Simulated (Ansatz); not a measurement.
CH5BO2 can be A, `CB(O)O`, or B, `COBO`.

Computed with Ansatz on PBE0-D4/def2-TZVP structures; ΔE is electronic, products minus reactants. CCSD(T)/CBS adds triple-zeta CCSD(T) − MP2 to the extrapolated MP2 energy (def2 sets, frozen cores). This one scheme is used for every species. DFT in def2-TZVPP. B3LYP here is the variant with VWN-RPA as its local correlation; programs differ in this. Each species was taken in one conformer, which may not be the lowest.

A:

```xyz
9

C    -1.202   -0.166   -0.265
B     0.317    0.049    0.047
O     1.164   -1.022   -0.062
O     0.735    1.295    0.436
H    -1.360   -0.957   -1.000
H    -1.721   -0.472    0.650
H    -1.682    0.751   -0.612
H     2.081   -0.851    0.164
H     1.668    1.373    0.643
```

B:

```xyz
9

C     0.506    0.681   -1.058
O    -0.037    0.487    0.229
B    -0.362   -0.747    0.687
O    -0.884   -0.884    1.931
H     0.632   -0.267   -1.588
H     1.478    1.171   -0.967
H    -0.159    1.327   -1.636
H    -0.201   -1.731    0.021
H    -0.973   -0.038    2.381
```

(1) Which isomer does CCSD(T)/CBS put lower? Give the gap. (An estimate is asked.)

(2) Give E(B) − E(A) in kJ/mol with CCSD(T)/def2-SVP, PBE-D4, CCSD/def2-TZVPP, B3LYP-D4, B3LYP, ωB97M-V, PBE0-D4. (Best estimate.)

(3) Does the order hold for the free energy at 298.15 K (harmonic terms from PBE0-D4)? (An estimate is asked.)

Largest T1 diagnostic: 0.013.

## Answers

(1) The calculation gave: A, by 89.7 kJ/mol.

(2) Computed: CCSD(T)/def2-SVP 78.1, PBE-D4 87.2, CCSD/def2-TZVPP 87.3, B3LYP-D4 82.6, B3LYP 81.6, ωB97M-V 88.4, PBE0-D4 89.3. None reverses the order clearly.

(3) Ansatz gave: Yes: G(B) − G(A) = +92.6 kJ/mol, for one conformer each. Modes under 60 cm⁻¹, often nearly free rotors, make the harmonic entropy too high.

In def2-TZVPP, CCSD(T) changes the Hartree–Fock value by +10.8 kJ/mol (the triples alone add +0.3 kJ/mol) and MP2 by +15.6 kJ/mol. At CCSD(T), def2-SVP lies −11.6 kJ/mol from the extrapolated value and def2-TZVPP −2.2 kJ/mol.
